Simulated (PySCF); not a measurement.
Compound: C2H11AsSi2.
Numbering: `[CH3:1][CH2:2][SiH2:3][AsH:4][SiH3:5]`

A calculation gives these core lines: C 1s: 290.23 (area 1), 290.72 (area 1) eV; Si 1s: 1846.06 (area 1), 1846.33 (area 1) eV; Si 2p3/2: 106.30 (area 1), 106.58 (area 1) eV.

Computed, not measured: PySCF 2.14.0, delta-SCF UKS SCAN, pcX-2 on the ionised atom, pcseg-1 elsewhere, spin-free X2C. Isolated species at its PBE0-D3(BJ)/def2-SVP geometry (one conformer only).

Problem. Assign the C 1s lines to atoms.

Solution. 290.23 eV: C2 (sp3 carbon bound to silicon); 290.72 eV: C1 (methyl carbon). The listed C 1s values span 0.49 eV, from C2 (bonded to C, 2 H and Si) to C1 (bonded to C and 3 H). Summing the Pauling electronegativity differences to the bonded atoms, each weighted by its formal bond order, gives -1.35 for the lowest site and -1.05 for the highest.

Problem. Which silicon gives which Si 1s line?

Solution. 1846.06 eV: Si3 (SiH2 silicon); 1846.33 eV: Si5 (SiH3 silicon). The listed Si 1s values span 0.27 eV, from Si3 (bonded to C, 2 H and As) to Si5 (bonded to 3 H and As). Summing the Pauling electronegativity differences to the bonded atoms, each weighted by its formal bond order, gives +1.53 for the lowest site and +1.18 for the highest; the largest sum, +1.53, belongs to Si3, 0.27 eV below the top. The smallest sum, +1.18, belongs to Si5, 0.27 eV above the lowest.

Problem. Assign the Si 2p3/2 lines to atoms.

Solution. 106.30 eV: Si3 (SiH2 silicon); 106.58 eV: Si5 (SiH3 silicon). The listed Si 2p3/2 values span 0.28 eV, from Si3 (bonded to C, 2 H and As) to Si5 (bonded to 3 H and As). Summing the Pauling electronegativity differences to the bonded atoms, each weighted by its formal bond order, gives +1.53 for the lowest site and +1.18 for the highest; the largest sum, +1.53, belongs to Si3, 0.28 eV below the top. The smallest sum, +1.18, belongs to Si5, 0.28 eV above the lowest.

Bonded neighbours of each site: C1: C and 3 H; C2: C, 2 H and Si; Si3: C, 2 H and As; Si5: 3 H and As.

Problem. Which photon energy gives electrons from Si 2p3/2 of Si3 a kinetic energy of 200 eV, and what is their de Broglie wavelength?

Solution. hν = 106.30 + 200 = 306.30 eV, recoil neglected; λ = 12.264 Å/√(E/eV) = 0.87 Å.

Spin–orbit coupling isn't in the SCF: each 2p doublet comes from a relaxed spin-free hole plus a matrix of the shell (mean-field spin–orbit coupling and the ground-state 2p splitting), with 2p3/2 averaged over its two sublevels. 2p1/2 minus 2p3/2 (ligand field included): Si 0.62 eV. No level of arsenic is listed.

Conformer computed: `[CH3:1][CH2:2][SiH2:3][AsH:4][SiH3:5]`: C1–C2–Si3–As4 -51°, C2–Si3–As4–Si5 -61°.
